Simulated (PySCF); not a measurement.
**Stretching KI**

Set-up: K def2-SVP, I def2-SVP with ECP28; scalar-relativistic core potentials (PySCF 2.14). Energies in eV from K + I in their ground configurations at the same level. State: ¹Σ⁺ (singlet), closed shell.

Curves on a restricted Hartree–Fock reference rise too fast on stretching and do not dissociate correctly.

```json
{"R (Å)": "2.650", "PBE": "-2.772", "M06": "-2.977", "RHF-MP2": "-2.550"}
{"R (Å)": "2.773", "PBE": "-3.084", "M06": "-3.301", "RHF-MP2": "-2.914"}
{"R (Å)": "2.896", "PBE": "-3.250", "M06": "-3.473", "RHF-MP2": "-3.117"}
{"R (Å)": "2.989", "PBE": "-3.307", "M06": "-3.533", "RHF-MP2": "-3.195"}
{"R (Å)": "3.081", "PBE": "-3.322", "M06": "-3.550", "RHF-MP2": "-3.227"}
{"R (Å)": "3.173", "PBE": "-3.308", "M06": "-3.535", "RHF-MP2": "-3.225"}
{"R (Å)": "3.297", "PBE": "-3.255", "M06": "-3.481", "RHF-MP2": "-3.184"}
{"R (Å)": "3.451", "PBE": "-3.153", "M06": "-3.378", "RHF-MP2": "-3.091"}
{"R (Å)": "3.636", "PBE": "-3.001", "M06": "-3.225", "RHF-MP2": "-2.943"}
{"R (Å)": "3.882", "PBE": "-2.775", "M06": "-3.001", "RHF-MP2": "-2.713"}
```

Question: Put a parabola through the three lowest points of the PBE curve and estimate Re, k and ωe (reduced mass 29.81 u; 1 eV/Å² = 0.16022 mdyn/Å; ωe = 1302.8·√(k/μ) cm⁻¹).

Answer: Through R = 2.989, 3.081, 3.173 Å the second-order coefficient is 1.71 eV/Å², so Re ≈ 3.083 Å, k ≈ 0.549 mdyn/Å and ωe ≈ 177 cm⁻¹. A polynomial fit of higher order to the unrounded PBE energies gives Re = 3.078 Å, k = 0.571 mdyn/Å, ωe = 180 cm⁻¹; anharmonicity and rounding make the difference.

The higher-order fit for each curve: PBE: Re = 3.078 Å, ωe = 180 cm⁻¹, De = 3.32 eV; M06: Re = 3.079 Å, ωe = 183 cm⁻¹, De = 3.55 eV; RHF-MP2: Re = 3.119 Å, ωe = 179 cm⁻¹, De = 3.23 eV.

Correlated steps freeze 9 core orbitals. Correlated levels converge slowly with the basis: in double zeta they bind strong bonds too weakly, by up to about 1 eV, and carry superposition errors of some tenths. These are scalar-relativistic numbers at best; spin–orbit coupling would shift them, the dissociation energy most. Where the molecule has an RHF reference, its open-shell atoms are computed with UHF.
